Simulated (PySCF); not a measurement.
# Reading the logs of faulty runs: CGe2H8Si

These are calculations, not measurements. They come from PySCF 2.14.0, an open-source quantum chemistry program, on an isolated molecule that a program drew, which may never have been made. The molecule is CGe2H8Si (charge 0, singlet), drawn as the SMILES string `[SiH3][GeH2][CH]=[GeH2]`.

Each row is a Hartree-Fock (HF) and frozen-core CCSD(T) single point in the cc-pV(D+d)Z basis, meant for a local HF minimum. Run 1 is clean. Each other run has one planted mistake out of seven kinds, and not every kind appears here: one electron removed, one electron added, multiplicity raised by two, geometry at a saddle point, minimal basis STO-3G, one bond length entered in bohr, all coordinates scaled. The reference is restricted for singlets and unrestricted otherwise, and also for a bond in bohr. Adding or removing an electron swaps singlet and doublet. Electrons count all cores. HOMO and LUMO are orbital energies over both spins, the gradient is its largest component, and the lowest frequency (negative if imaginary) is given only where the gradient is small. Bond lengths are over the 11 bonds as drawn. T1 is the CCSD diagnostic: over 0.02 (restricted) or 0.045 (unrestricted) a single reference is doubtful. Germanium has the cc-pVDZ-PP basis, with a core potential (ECP10MDF) in place of its 10 inner electrons, and its 3s, 3p and 3d shells are frozen in CCSD(T).

Geometry of the clean run:
```xyz
12
CGe2H8Si, angstrom
Si    0.5295    0.6420    1.3415
Ge    1.2036    1.1644   -0.9115
C     1.2499   -0.3686   -2.1036
Ge    0.8646   -2.0488   -1.7269
H     0.5336    1.8874    2.1466
H     1.4611   -0.3283    1.9665
H    -0.8364    0.0645    1.3705
H     2.5957    1.8209   -0.8643
H     0.2403    2.2250   -1.4756
H     1.5501   -0.1680   -3.1290
H     0.4278   -2.5085   -0.3456
H     0.9369   -3.1732   -2.7477
```

| run | electrons | basis functions | <S^2> | HOMO (eV) | LUMO (eV) | gradient (hartree/bohr) | lowest frequency (cm^-1) | mean bond (Å) | longest bond (Å) | T1 | HF (hartree) | CCSD(T) (hartree) | mistake |
|---|---|---|---|---|---|---|---|---|---|---|---|---|---|
| 1 | 92 | 123 | 0.000 | -8.49 | 1.77 | 1.3e-05 | 68 | 1.6157 | 2.409 | 0.0139 | -918.14429 | -918.66866 | no fault |
| 2 | 93 | 123 | 0.772 | 0.13 | 7.58 | 6.3e-02 | - | 1.6157 | 2.409 | 0.0145 | -918.10864 | -918.63886 | one electron added |
| 3 | 92 | 123 | 1.154 | -8.08 | 1.28 | 2.4e-02 | - | 1.7357 | 2.803 | 0.0617 | -918.03750 | -918.54772 | one bond length entered in bohr |
| 4 | 92 | 123 | 0.000 | -8.71 | 1.95 | 3.2e-02 | - | 1.5543 | 2.317 | 0.0132 | -918.12657 | -918.64466 | all coordinates scaled |
| 5 | 91 | 123 | 0.758 | -14.59 | -6.25 | 6.7e-02 | - | 1.6157 | 2.409 | 0.0187 | -917.88525 | -918.35959 | ? |

**Which mistake was planted in run 5, and what did it cost?**

It counts 91 electrons, one fewer than the clean run, at the same geometry and basis. So the mistake is: one electron removed. Subtracting run 1 and multiplying by 627.51 kcal/mol a hartree, the energy moved by 162.6 kcal/mol in HF and 193.9 kcal/mol in CCSD(T).

Cautions from the logs. Run 2: the HOMO is above zero, so the electron isn't bound and the energy depends on the basis; run 3: T1 is over the limit, so its CCSD(T) energy is less reliable.
